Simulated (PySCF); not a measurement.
B(Me)(NHMe)(NMe2), C4H13BN2, SMILES CNB(C)N(C)C (GFN2-xTB optimised geometry):

```
20

B     -0.211    -0.478     0.000
C     -1.041    -1.844     0.007
H     -0.430    -2.715    -0.211
H     -1.841    -1.830    -0.731
H     -1.502    -2.021     0.978
N      1.198    -0.478     0.000
C      2.128    -1.578    -0.042
H      1.684     0.402     0.068
H      2.725    -1.626     0.876
H      2.817    -1.477    -0.889
H      1.594    -2.518    -0.149
N     -0.904     0.759     0.000
C     -2.322     0.888     0.237
C     -0.279     2.056    -0.126
H     -2.508     1.499     1.129
H     -2.817     1.375    -0.613
H     -2.772    -0.086     0.390
H     -0.913     2.715    -0.726
H     -0.128     2.533     0.852
H      0.683     1.976    -0.628
```

Calculation: CAM-B3LYP/def2-SVP (PySCF).

### Question
What are the frontier orbital energies and the dipole moment?

### Answer
HOMO-2 -10.14 eV, HOMO-1 -8.87 eV, HOMO -7.05 eV, LUMO 2.56 eV, LUMO+1 3.32 eV; dipole moment 1.09 D.

Meta-Löwdin charges at CAM-B3LYP/def2-SVP: B1 0.18, C2 -0.41, H3 0.09, H4 0.10, H5 0.10, N6 -0.32, C7 -0.17, H8 0.20, H9 0.09, H10 0.09, H11 0.10, N12 -0.21, C13 -0.17, C14 -0.18, H15 0.08, H16 0.08, H17 0.10, H18 0.09, H19 0.08, H20 0.09.
